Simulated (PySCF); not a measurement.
C₉H₇F.
InChI=1S/C9H7F/c10-8-3-6-9(7-8)4-1-2-5-9/h1-7H

Computed with PBE0-D3(BJ)/def2-SVP geometry optimisation, gas phase in PySCF.

Masses are those of the commonest isotopes; rigid-rotor values at the optimised geometry. 

**Question.** Give the principal moments of inertia and the rotational constants in GHz.

**Answer.** Ia = 137.26, Ib = 566.47, Ic = 584.00 u·Å²; 505379 MHz·u·Å²/I gives 3682, 892.2 and 865.4 MHz, that is A = 3.6818, B = 0.8922, C = 0.8654 GHz.

**Question.** Classify the top.

**Answer.** A near-prolate asymmetric top: κ = (2 × 892.2 − 3682 − 865.4)/(3682 − 865.4) = -0.98.

**Question.** What does the inertial defect say?

**Answer.** Not planar: Δ = Ic − Ia − Ib = -119.73 u·Å². For a rigid frame Δ = −2 Σ m c², so Σ m c² = 59.86 u·Å² lies off the ab plane: 13.57 from hydrogen and 46.29 from heavier atoms. The atom farthest from that plane is 2.21 Å away.

**Question.** Give the coordinates in the principal-axis frame, origin at the centre of mass.

**Answer.** The sense of each axis is arbitrary; atoms in the order of the calculation.
| atom | mass (u) | a (Å) | b (Å) | c (Å) |
| --- | --- | --- | --- | --- |
| F1 | 18.998 | -3.057 | 0.680 | 0.002 |
| C2 | 12.000 | -1.823 | 0.202 | 0.003 |
| C3 | 12.000 | -0.683 | 0.912 | 0.012 |
| C4 | 12.000 | 0.465 | -0.069 | 0.004 |
| C5 | 12.000 | 1.399 | 0.085 | -1.178 |
| C6 | 12.000 | 2.658 | 0.261 | -0.737 |
| C7 | 12.000 | 2.664 | 0.249 | 0.731 |
| C8 | 12.000 | 1.408 | 0.066 | 1.180 |
| C9 | 12.000 | -0.235 | -1.415 | -0.007 |
| C10 | 12.000 | -1.567 | -1.239 | -0.008 |
| H11 | 1.008 | -0.570 | 1.994 | 0.021 |
| H12 | 1.008 | 1.050 | 0.044 | -2.210 |
| H13 | 1.008 | 3.543 | 0.396 | -1.362 |
| H14 | 1.008 | 3.554 | 0.373 | 1.351 |
| H15 | 1.008 | 1.069 | 0.008 | 2.214 |
| H16 | 1.008 | 0.315 | -2.356 | -0.014 |
| H17 | 1.008 | -2.344 | -2.004 | -0.016 |

**Question.** List the rotational levels J(Ka,Kc) to J = 4 (K).

**Answer.** Above 0(0,0), as E/k:
J = 1: 1(0,1) 0.084, 1(1,1) 0.218, 1(1,0) 0.220
J = 2: 2(0,2) 0.253, 2(1,2) 0.386, 2(1,1) 0.389, 2(2,1) 0.791, 2(2,0) 0.791
J = 3: 3(0,3) 0.506, 3(1,3) 0.637, 3(1,2) 0.644, 3(2,2) 1.044, 3(2,1) 1.044, 3(3,1) 1.717, 3(3,0) 1.717
J = 4: 4(0,4) 0.843, 4(1,4) 0.972, 4(1,3) 0.984, 4(2,3) 1.382, 4(2,2) 1.382, 4(3,2) 2.054, 4(3,1) 2.054, 4(4,1) 2.996, 4(4,0) 2.996
The levels of one J sum to (2J + 1)J(J + 1)(A + B + C)/3.

**Question.** Which types of transition are allowed, and where do some lines up to J = 3 fall?

**Answer.** The dipole components are |μa| = 1.27 D, |μb| = 0.74 D, |μc| = 0.00 D; the mirror of this Cs structure is the ab plane, so μc vanishes by symmetry (the 0.01 D computed is a residue) and there are no c-type lines. The squared components, which scale the intensities, stand as 1.00 : 0.34 (a : b). Some lines, for components of 0.1 D or more:

```
type  branch         J(Ka,Kc)    MHz  lower level (cm⁻¹)
   b       R  3(0,3) ← 2(1,2)   2509               0.268
   b       Q  1(1,0) ← 1(0,1)   2816               0.059
   b       Q  2(1,1) ← 2(0,2)   2843               0.176
   b       Q  3(1,2) ← 3(0,3)   2884               0.352
   a       R  2(0,2) ← 1(0,1)   3515               0.059
   a       R  3(1,3) ← 2(1,2)   5232               0.268
   a       R  3(2,1) ← 2(2,0)   5273               0.550
   b       Q  3(2,1) ← 3(1,2)   8330               0.448
   b       Q  2(2,0) ← 2(1,1)   8369               0.271
   b       Q  2(2,1) ← 2(1,2)   8449               0.268
   b       R  2(2,1) ← 1(1,0)  11911               0.153
   b       R  2(2,0) ← 1(1,1)  11938               0.152
   b       R  3(2,1) ← 2(1,2)  13723               0.268
   b       Q  3(3,0) ← 3(2,1)  14014               0.726
   b       Q  3(3,1) ← 3(2,2)  14015               0.726
```

Whether it is a minimum is left open (no frequencies). Zero-point vibration and centrifugal distortion are left out.
